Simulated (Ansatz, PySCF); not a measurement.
Al(Me)(OH)(SeH) (CH5AlOSe), SMILES [CH3][Al]([OH])[SeH]. Atoms are numbered in the order given.

```xyz
9

Al    -0.8568     0.5391     0.2542
C     -2.5860    -0.3223     0.0986
H     -2.5169    -1.3522    -0.2833
H     -3.2409     0.2510    -0.5778
H     -3.0867    -0.3554     1.0802
O     -0.7920     2.1570     0.7805
H     -0.0233     2.7130     0.9087
Se     1.0869    -0.6285    -0.2695
H      1.9626     0.5116     0.0437
```

Geometry optimised at PBE0-D3(BJ)/def2-SVP. The structure was generated by enumeration; whether it is a known compound was not checked. One conformer was computed; it need not be the lowest.

Two levels are set side by side: PBE-D3(BJ)/def2-SVP (Ansatz, a program for electronic structure) and PBE0-D3(BJ)/def2-SVP (Ansatz). Each level has its own optimised geometry; the coordinates shown are those of the second. Frequencies come from the Hessian of PySCF at each geometry. Differences are taken from unrounded values.

| quantity | PBE0-D3(BJ) | PBE-D3(BJ) | PBE-D3(BJ) minus PBE0-D3(BJ) |
|---|---|---|---|
| mean bond length (Å) | 1.463 | 1.475 | 0.012 |
| bond Al1–C2 (Å) | 1.938 | 1.950 | 0.011 |
| bond Al1–O6 (Å) | 1.703 | 1.721 | 0.018 |
| bond Al1–Se8 (Å) | 2.327 | 2.345 | 0.018 |
| bond C2–H3 (Å) | 1.101 | 1.108 | 0.008 |
| bond C2–H4 (Å) | 1.102 | 1.110 | 0.008 |
| bond C2–H5 (Å) | 1.102 | 1.110 | 0.008 |
| bond O6–H7 (Å) | 0.957 | 0.969 | 0.012 |
| bond Se8–H9 (Å) | 1.471 | 1.486 | 0.014 |
| highest harmonic wavenumber (cm⁻¹) | 3999 | 3823 | -176 |
| mean harmonic wavenumber (cm⁻¹) | 1205 | 1167 | -38 |
| zero-point energy (kcal/mol) | 36.19 | 35.04 | -1.15 |

Exact exchange shortens and stiffens bonds; PBE has none. Differences between two approximate levels are no errors against the true value.
